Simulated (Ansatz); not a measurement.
Ansatz (a first-principles code) input (B3LYP-D3(BJ)/def2-TZVP):

Ansatz 0.2 input:
```yaml
crystal:
  periodic: [false, false, false]
  atoms:
    - {symbol: C, position_ang: [3.59536599, -0.01080149, 0.06720538]}
    - {symbol: C, position_ang: [2.25916838, -0.73876299, -0.00021102]}
    - {symbol: C, position_ang: [1.08621539, 0.23936306, 0.03775093]}
    - {symbol: C, position_ang: [-0.25540111, -0.48813855, -0.03541989]}
    - {symbol: C, position_ang: [-1.43178414, 0.49611755, 0.00613218]}
    - {symbol: C, position_ang: [-2.73965695, -0.25670732, -0.09214298]}
    - {symbol: O, position_ang: [-3.92138947, 0.64787548, -0.04997172]}
    - {symbol: H, position_ang: [3.70395873, 0.67077856, -0.77308826]}
    - {symbol: H, position_ang: [3.67408212, 0.56285515, 0.98759801]}
    - {symbol: H, position_ang: [4.41475036, -0.72294963, 0.03743486]}
    - {symbol: H, position_ang: [2.21084327, -1.32498930, -0.91988585]}
    - {symbol: H, position_ang: [2.17970713, -1.43107652, 0.83998375]}
    - {symbol: H, position_ang: [1.17205440, 0.93280552, -0.80118903]}
    - {symbol: H, position_ang: [1.13650524, 0.82252281, 0.95937721]}
    - {symbol: H, position_ang: [-0.33391360, -1.18350110, 0.80116839]}
    - {symbol: H, position_ang: [-0.29962966, -1.06823021, -0.95809712]}
    - {symbol: H, position_ang: [-1.38357677, 1.05806797, 0.94172855]}
    - {symbol: H, position_ang: [-1.33051478, 1.19609639, -0.82653307]}
    - {symbol: H, position_ang: [-2.87331943, -0.95155532, 0.73792540]}
    - {symbol: H, position_ang: [-2.82495649, -0.80436956, -1.03164863]}
    - {symbol: H, position_ang: [-3.87386831, 1.28007528, -0.80023189]}
    - {symbol: H, position_ang: [-3.92443437, 1.14113526, 0.79998629]}
basis:
  gaussian:
    orbitals: def2-TZVP
hamiltonian:
  xc: b3lyp
  dispersion: d3bj
total_charge: 1
relax: {f_tol: 0.002, max_steps: 150}
```

End of the output:

```
1.79 GiB of device memory are held for the factors and their scratch space
mean field: 2.04 GiB planned
mean field evaluation 96: about -8509.9924 eV, gradient 4.7e-2 eV
mean field -8509.93861161 eV, -312.7344757330 hartree, gradient 1.9e-5 eV, S^2 0.000000; 1 other end points of the search recorded, 0 dependent functions left out
the calculation of the forces begins
reference -8509.93895727 eV, -312.7344884357 hartree; 29, 29 occupied and 278, 278 virtual orbitals, 1891 factors
Total energy: -8510.67686117 eV, -312.7616059042 hartree
Atom 0 at     3.629090    -0.012011     0.074499 Å, force    -0.000284    -0.000061     0.000095 eV/Å
Atom 1 at     2.287932    -0.734742    -0.004262 Å, force    -0.000546    -0.000120    -0.000141 eV/Å
Atom 2 at     1.101139     0.225724     0.036142 Å, force    -0.000283    -0.000304    -0.000014 eV/Å
Atom 3 at    -0.242710    -0.498523    -0.043699 Å, force     0.000253     0.000180     0.000005 eV/Å
Atom 4 at    -1.427120     0.487193    -0.000645 Å, force     0.000147    -0.000432    -0.000193 eV/Å
Atom 5 at    -2.706526    -0.281057    -0.083435 Å, force    -0.001335     0.000049     0.000202 eV/Å
Atom 6 at    -3.958072     0.676181    -0.043407 Å, force     0.001317     0.000559     0.000096 eV/Å
Atom 7 at     3.753431     0.681341    -0.759950 Å, force     0.000032     0.000002     0.000157 eV/Å
Atom 8 at     3.715115     0.560670     1.000319 Å, force     0.000003    -0.000065    -0.000127 eV/Å
Atom 9 at     4.457348    -0.719967     0.044001 Å, force     0.000005     0.000184    -0.000032 eV/Å
Atom 10 at     2.241432    -1.325789    -0.924043 Å, force     0.000432     0.000128    -0.000024 eV/Å
Atom 11 at     2.203585    -1.446016     0.823062 Å, force     0.000384     0.000082     0.000024 eV/Å
Atom 12 at     1.179029     0.937215    -0.792262 Å, force     0.000082     0.000001     0.000098 eV/Å
Atom 13 at     1.140486     0.815945     0.957352 Å, force     0.000116     0.000077    -0.000068 eV/Å
Atom 14 at    -0.327634    -1.206245     0.785756 Å, force    -0.000375    -0.000098     0.000138 eV/Å
Atom 15 at    -0.289411    -1.083906    -0.966324 Å, force    -0.000262     0.000011    -0.000129 eV/Å
Atom 16 at    -1.384692     1.061105     0.929421 Å, force     0.000151     0.000132    -0.000059 eV/Å
Atom 17 at    -1.345217     1.185776    -0.838195 Å, force     0.000119     0.000024     0.000114 eV/Å
Atom 18 at    -2.914582    -0.931099     0.761736 Å, force     0.000288     0.000278    -0.000020 eV/Å
Atom 19 at    -2.875068    -0.804896    -1.020096 Å, force     0.000354     0.000258     0.000047 eV/Å
Atom 20 at    -3.980689     1.296449    -0.795963 Å, force    -0.000362    -0.000506     0.000466 eV/Å
Atom 21 at    -4.016660     1.183265     0.787865 Å, force    -0.000237    -0.000381    -0.000639 eV/Å
Dipole moment:    -2.437948     0.567630    -0.013379 e Å
```

It need not be the lowest isomer of its formula.
